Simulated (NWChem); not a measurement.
TTF (C6H4S4); SMILES C1=CSC(=C2SC=CS2)S1

Computed with NWChem. Geometry: optimised at PBE0/def2-SVP. Not confirmed as a minimum by frequencies. Level: PBE/def2-SVP with SMD (1 M gas to 1 M solution), gas-phase geometry.

**Question.** Order these by “cavity-dispersion-structure term (kcal/mol)”, lowest first: anisole; acetonitrile; ethylene glycol; methanol; water.

**Answer.** anisole (-2.1), acetonitrile (-1.4), methanol (-0.8), ethylene glycol (2.7), water (4.0)
